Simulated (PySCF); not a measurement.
Compound: C7H7 (doublet state).
Geometry (GFN2-xTB, Å), atoms numbered from 1 in this order:
```
atom  x, y, z in Å
C1    -2.4581    1.5163    0.1416
C2    -1.3931    0.7652    0.1927
C3    -1.1035   -0.1622    1.3430
C4    -0.3874    0.7736   -0.8859
C5     0.7118    0.0528   -0.8373
C6     1.7426   -0.6588   -0.7159
C7     2.8366   -1.3743   -0.6472
H8    -2.8990    2.2297   -0.5152
H9    -1.8707   -0.0725    2.1067
H10   -0.1334    0.0749    1.7766
H11   -1.0707   -1.1910    0.9872
H12   -0.5903    1.4108   -1.7350
H13    3.0426   -2.0055    0.2024
H14    3.5721   -1.3596   -1.4359
```

The hyperfine couplings belong to this conformer and change with its torsions.

Identity: `C(=C=C/C(C)=[C]\[H])=C` [radical].

Computed, not measured: PySCF, UKS B3LYP, pcH-1 on C H, non-relativistic, mean-field spin-orbit, GIAO. Geometry: GFN2-xTB, one conformer, isolated molecule. The geometry wasn't refined by DFT: couplings that depend on bond lengths, twists or pyramidal angles can differ widely from those at the functional's own minimum. Stability of the SCF solution: not tested.

**Question.** Predict the first-order ENDOR lines of H8, H12, H13, H14 and H9/H10/H11 under fast tumbling at B = 333.2 mT (X band).

**Answer.** For S = 1/2 in fast tumbling each set of equivalent nuclei gives two lines, ν± = |νn ± a/2| to first order, with νn = g_N μN B/h and μN/h = 7.62259 MHz/T.

| nuclei | isotope | g_N | νn (MHz) | a_iso (MHz) | lower line (MHz) | upper line (MHz) |
| --- | --- | --- | --- | --- | --- | --- |
| H8 | 1H | 5.5857 | 14.19 | 39.41 | 5.52 | 33.89 |
| H12 | 1H | 5.5857 | 14.19 | -9.27 | 9.55 | 18.82 |
| H13 | 1H | 5.5857 | 14.19 | 8.03 | 10.17 | 18.20 |
| H14 | 1H | 5.5857 | 14.19 | 7.56 | 10.41 | 17.97 |
| H9/H10/H11 | 1H | 5.5857 | 14.19 | -4.97 | 11.70 | 16.67 |

**Question.** Which pairs are centred on the nuclear Larmor frequency, and which on half the coupling?

**Answer.** Centred on νn, since |a| < 2νn: H12, H13, H14 and H9/H10/H11. Centred on |a|/2 and split by 2νn: H8.

Means are taken over nuclei equivalent by connectivity, which assumes that they swap fast. H13 and H14 aren't averaged: C7 is flat or nearly so (angle sum 360°), and its turn about the short C7–C6 bond (1.31 Å) is taken as slow.
